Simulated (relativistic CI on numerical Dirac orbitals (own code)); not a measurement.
# What each ingredient does to the levels of Bi67+

Base calculation: Dirac-Coulomb-Breit CI, orbitals from a KLI potential per configuration, QED by a radiative potential, unscaled Slater integrals.

CI space (outside the closed core [Ne]): 3s2 3p4, 3s2 3p3 3d, 3s 3p5, 3p6, 3s 3p4 3d, 3s 3p3 3d2, 3p5 3d, 3s2 3p2 3d 4p, 3s2 3p3 4s, 3s 3p3 3d 4s, 3p5 4s, 3s2 3p3 4p, 3p5 4p, 3s2 3p3 4d, 3s2 3p3 4f, 3s 3p4 4s, 3p4 3d 4p, 3s 3p4 4p, 3s 3p4 4d, 3s 3p4 4f, 3s2 3p3 5s, 3s2 3p3 5p, 3s2 3p2 4s 4p, 3s2 3p3 5d, 3s2 3p3 5f, 3s2 3p3 5g, 3s 3p3 4s2, 3s 3p4 5s, 3s2 3p2 3d2, 3s2 3p 3d3, 3s 3p2 3d3, 3s2 3p 3d2 4s, 3s2 3p 3d2 4p, 3s2 3p 3d2 4d, 3p4 3d2, 3p3 3d3, 3p3 3d2 4s, 3p3 3d2 4p, 3p3 3d2 4d, 3s2 3p2 3d 4s, 3s 3p2 3d2 4s, 3s2 3p 3d 4s2, 3s2 3p 3d 4s 4p, 3s2 3p 3d 4s 4d, 3p4 3d 4s, 3p3 3d 4s2, 3p3 3d 4s 4p, 3p3 3d 4s 4d, 3s2 3p2 4s2, 3s 3p2 3d 4s2, 3s2 3p 4s2 4p, 3s2 3p 4s2 4d, 3s2 3p2 4p2, 3s2 3p 3d 4p2, 3s 3p2 3d 4p2, 3s2 3p 4s 4p2, 3s2 3p 4p3, 3s2 3p 4p2 4d, 3s 3p3 4s 4p, 3s 3p2 3d 4s 4p, 3s 3p2 4s2 4p, 3s 3p2 4s 4p2, 3s 3p2 4s 4p 4d. Double excitations out of closed p, d and f shells are left out; levels of such configurations are missing from the list, as are those of other unlisted configurations, and high levels can miss mixing partners. These lack a partner that the ground configuration has and come out too high: 3s2 3p3 4f, 3s 3p4 4p, 3s 3p4 4d, 3s 3p4 4f, 3s2 3p3 5s.

Variants: (1) configuration mixing switched off; (2) non-relativistic limit. Shifts of the energy above 3s2 3p4 3P_2, in eV, for the lowest level and the first level of each name with at least 55 % of one term (blank where a level changes its place among those of its configuration and J or its character, or is not in the variant):

| Level | Base | Δ(1) | Δ(2) |
| --- | --- | --- | --- |
| 3s2 3p4 3P_2 | 0.00 | 0.00 | 0.00 |
| 3s2 3p4 1S_0 | 23.31 | +1.28 |  |
| 3s2 3p3 3d 3P°_0 | 283.09 | -2.18 |  |
| 3s2 3p2 3d2 3P_0 | 587.21 | -3.85 |  |
| 3s2 3p4 3P_1 | 609.45 | +1.58 | -609.45 |
| 3s2 3p4 1D_2 | 620.24 | +2.06 | -603.49 |
| 3s 3p5 3P°_2 | 830.93 | +15.86 | -662.91 |
| 3s2 3p3 3d 3G°_5 | 1024.64 | -1.82 | -760.81 |
| 3s 3p4 3d 3P_0 | 1132.31 | +20.52 |  |

At this charge energies of transitions that change n are usually good to better than 1 %, and those within a shell (Δn = 0) to a few per cent.

Ionisation energy from the two ground configurations alone: base 7871.99 eV. The NIST ASD value (theoretical) is 7870 eV.

LS names give the leading component of a level, which can be under half, so a name can repeat, a term be missing and a line seem to break the LS rules.
